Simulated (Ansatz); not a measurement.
Input for Ansatz (development build ahead of 0.2.0):

```yaml
crystal:
  periodic: [false, false, false]
  atoms:
    - { symbol: H, position_ang: [1.89991, 0.00071, 0.37097] }
    - { symbol: H, position_ang: [0.95, 1.64532, 0.36927] }
    - { symbol: H, position_ang: [-0.95015, 1.64617, 0.3696] }
    - { symbol: H, position_ang: [-1.90057, -0.00077, 0.36995] }
    - { symbol: H, position_ang: [-0.94935, -1.64465, 0.37034] }
    - { symbol: H, position_ang: [0.94909, -1.64544, 0.36974] }
    - { symbol: H, position_ang: [1.89906, -0.00046, -0.37009] }
    - { symbol: H, position_ang: [0.95002, 1.6456, -0.37072] }
    - { symbol: H, position_ang: [-0.94996, 1.64498, -0.36941] }
    - { symbol: H, position_ang: [-1.89975, -0.00076, -0.36964] }
    - { symbol: H, position_ang: [-0.94933, -1.64449, -0.36989] }
    - { symbol: H, position_ang: [0.9505, -1.64609, -0.37073] }
basis:
  gaussian: { orbitals: def2-SVP }
hamiltonian:
  xc: hf
```

The input is written out in the form of the current development build from the run's settings.

Output:

```yaml
Converged: yes
Total_energy: -6.66507 hartree
Spin_squared_of_the_determinant: 0.000
```

Caution: no unrestricted run beside it, a lower state can exist.
